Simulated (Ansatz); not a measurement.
C2H5BClF (`BC(F)CCl`) from Hartree–Fock to CCSD(T)

Cartesian coordinates in Å:
```
B -0.3247 -1.4802 -0.1333
C -0.3273 -0.0252 0.4232
F -1.5943 0.4876 0.6502
C 0.4902 0.9688 -0.3650
Cl 0.7478 2.4950 0.5175
H -1.3326 -2.1133 -0.1900
H 0.7241 -1.9683 -0.4337
H 0.1567 -0.1443 1.4142
H -0.0117 1.2271 -1.2971
H 1.4720 0.5528 -0.5861
```

Total charge 0; spin multiplicity 1. The structure was optimised at the PBE0-D4/def2-TZVP level. It is one conformer, not always the lowest. Frozen core, restricted reference, the Gaussian-basis code of Ansatz. CBS rows extrapolate triple and quadruple zeta; past MP2 they add the triple-zeta difference.

| basis | HF (Eh) | MP2 corr. | CCSD corr. | (T) | CCSD(T) total |
| --- | --- | --- | --- | --- | --- |
| def2-SVP | -661.93312 | -0.67421 | -0.72725 | ? | ? |
| def2-TZVPP | -662.33367 | -0.87485 | ? | -0.03435 | ? |
| def2-QZVPP | -662.35558 | ? | – | – | – |
| CBS(def2) | -662.35860 | -1.00092 | ? | as TZ | ? |

Q: Fill in the withheld values. (Estimate.)

A: The calculation gave: def2-SVP (T): -0.01755; def2-SVP CCSD(T) total: -662.67792; def2-TZVPP CCSD corr.: -0.92341; def2-TZVPP CCSD(T) total: -663.29143; def2-QZVPP MP2 corr.: -0.94727; CBS(def2) CCSD corr.: -1.04947; CBS(def2) CCSD(T) total: -663.44242.
